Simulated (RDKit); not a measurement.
RDKit input (MMFF94):

```python
from rdkit import Chem
from rdkit.Chem import AllChem, rdDetermineBonds

mol = Chem.MolFromXYZFile('mol.xyz')
rdDetermineBonds.DetermineBonds(mol, charge=-1)
print('SMILES', Chem.MolToSmiles(Chem.RemoveHs(mol)))
ff = AllChem.MMFFGetMoleculeForceField(mol, AllChem.MMFFGetMoleculeProperties(mol))
e0 = ff.CalcEnergy()
flag = ff.Minimize(maxIts=5000, forceTol=1e-5)
print(f'energy {e0:.4f} -> {ff.CalcEnergy():.4f} kcal/mol, converged: {flag == 0}')
print(Chem.MolToXYZBlock(mol))
```
mol.xyz:
```
7

C      1.04026750    -0.37593961    -0.01423724
N     -0.11684659     0.48974460     0.19151581
C     -1.24598269    -0.02303043    -0.18381086
H      1.77800493     0.11733555    -0.66719488
H      1.55320242    -0.56566915     0.94223077
H      0.76036857    -1.34627438    -0.46512181
H     -2.03935871     0.76021600     0.03776388
```

Task: Which steric energies does it print, before and after the minimisation?

Result: 53.09 and 6.04 kcal/mol. They count from the force field's own zero for this bonding and are no heats of formation.
